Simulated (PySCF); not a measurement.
Compound: C7H11 (doublet state).
Structure used (GFN2-xTB), in Å, numbered top down from 1:
```
atom  x, y, z in Å
C1     2.349    0.492   -0.261
C2     1.413    0.222    0.919
C3     0.225   -0.556    0.505
C4    -0.351   -1.719    0.768
C5    -1.523   -1.594   -0.166
C6    -0.879   -0.224   -0.510
C7    -1.713    0.997   -0.175
H8     2.688   -0.445   -0.697
H9     1.839    1.066   -1.032
H10    3.219    1.056    0.068
H11    1.946   -0.331    1.696
H12    1.090    1.177    1.345
H13   -1.552   -2.318   -0.977
H14   -2.496   -1.534    0.317
H15   -0.506   -0.190   -1.536
H16   -2.065    0.945    0.853
H17   -1.119    1.902   -0.289
H18   -2.575    1.061   -0.837
```

The hyperfine couplings belong to this conformer and change with its torsions.

Identity: `CCC1=[C]C[C@H]1C` [radical].

Method: UKS B3LYP, pcH-1 on C H, non-relativistic, mean-field spin-orbit, GIAO in PySCF 2.14.0. Isolated species at its GFN2-xTB geometry (one conformer only). A GFN2-xTB geometry isn't a minimum of the functional, and hyperfine couplings can be far from their values at a DFT geometry. No stability test was run, so a lower SCF solution isn't excluded.

Principal values of hyperfine tensors in MHz (contact and dipolar terms together), for some of the nuclei:

```json
{"atom": "C4", "isotope": "13C", "A1": "278.78", "A2": "296.42", "A3": "479.23"}
{"atom": "C5", "isotope": "13C", "A1": "15.91", "A2": "18.34", "A3": "54.67"}
{"atom": "H15", "isotope": "1H", "A1": "17.90", "A2": "22.46", "A3": "29.95"}
{"atom": "C3", "isotope": "13C", "A1": "-15.21", "A2": "7.48", "A3": "37.79"}
{"atom": "C7", "isotope": "13C", "A1": "6.91", "A2": "7.33", "A3": "12.28"}
{"atom": "C2", "isotope": "13C", "A1": "6.70", "A2": "6.80", "A3": "10.47"}
{"atom": "H12", "isotope": "1H", "A1": "-9.47", "A2": "-8.85", "A3": "-3.76"}
{"atom": "H16", "isotope": "1H", "A1": "2.68", "A2": "4.04", "A3": "9.28"}
```

(1) Split each tensor into its isotropic and traceless parts, and turn a_iso into mT with g = 2.0021.

(2) What spin density at the nucleus of C3 lies behind its contact coupling (g_N = 1.40482)?

(3) C6 (13C, g_N = 1.40482) isn't in the table. Its spin density at the nucleus is 0.08075 bohr⁻³. What is its contact coupling?

(4) Which nucleus of the table has the largest anisotropic coupling, and what is its form?

(5) In a single crystal, with the field along each principal axis of the tensor of H15 in turn, what first-order splitting does this nucleus give (isotropic g, quadrupole terms neglected)?

Answers

(1) a_iso is a third of the trace, T = A − a_iso, and a(mT) = a(MHz)/(g × 13.996).

```
atom  a_iso (MHz)  a_iso (mT)      T1      T2      T3
  C4       351.47      12.543  -72.70  -55.06  127.75
  C5        29.64       1.058  -13.73  -11.30   25.03
 H15        23.44       0.836   -5.54   -0.98    6.51
  C3        10.02       0.358  -25.23   -2.54   27.77
  C7         8.84       0.315   -1.93   -1.51    3.44
  C2         7.99       0.285   -1.29   -1.19    2.48
 H12        -7.36      -0.263   -2.11   -1.49    3.60
 H16         5.34       0.190   -2.65   -1.29    3.95
```

(2) a_FC = 800.24 MHz bohr³ × g_N × ρ(0)/(2S). With a_FC = 10.02 MHz and 2S = 1, ρ(0) = 0.008914 bohr⁻³.

(3) By the same relation, a_FC = 90.8 MHz. Its full tensor has the principal values 81.04, 82.85, 108.46 MHz.

(4) C4: -72.7, -55.1, 127.8 MHz, rhombic: the two smaller values differ by 14 % of the largest.

(5) 2 lines (I = 1/2), spaced by |A_i|/(g × 13.996): 0.64, 0.80, 1.07 mT along the axes of A1, A2 and A3.

Hardware: an AMD EPYC 9R45 with one thread, no GPU, shared host. Cost: 41 s (grids of density and orbitals included), 1.1 GiB resident at most.
